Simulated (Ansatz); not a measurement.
Coupled-cluster diagnostics for the cluster HfSi5, Ansatz.

Geometry of the singlet (PBE0-D4/def2-SVP):

Cartesian coordinates in Å:
```
Hf 0.551 0.980 -0.683
Si -1.734 -0.101 0.303
Si 2.585 0.079 0.610
Si -0.659 -1.679 -0.916
Si -1.672 2.066 0.022
Si 0.928 -1.345 0.664
```

In the def2 sets Hf takes a core potential; there is no spin–orbit coupling. Correlated methods freeze 25 core orbitals; core or outer-core shells of Hf are correlated, in sets that lack core-valence functions. Another isomer (singlet) lies 1.97 eV lower at PBE0-D4/def2-TZVP; other spin states weren't run for this one.

Task: Estimate the CCSD(T) correlation energy, the shares of MP2 and (T), T1 and the reference's ⟨S²⟩ for: charge 0, singlet, own geometry in def2-TZVP; and the rough time on 4 threads of Arm Neoverse V2 on a shared host.

Result: 
```tsv
state	basis	correlation (eV)	MP2 share (%)	(T) share (%)	T1	⟨S²⟩ (pure)	wall time	remarks
charge 0, singlet, own geometry	def2-TZVP	-25.955	93.8	8.9	0.037	0.00 (0.00)	96 s	restricted SCF unstable
```
Customary marks for T1 are 0.02 (closed shells), 0.045 (open shells) and about 0.05 (3d metals). T1 exceeds 0.02 in 1 of 1 rows and 0.045 in 0; the higher it lies, the less the single-reference result can be trusted.
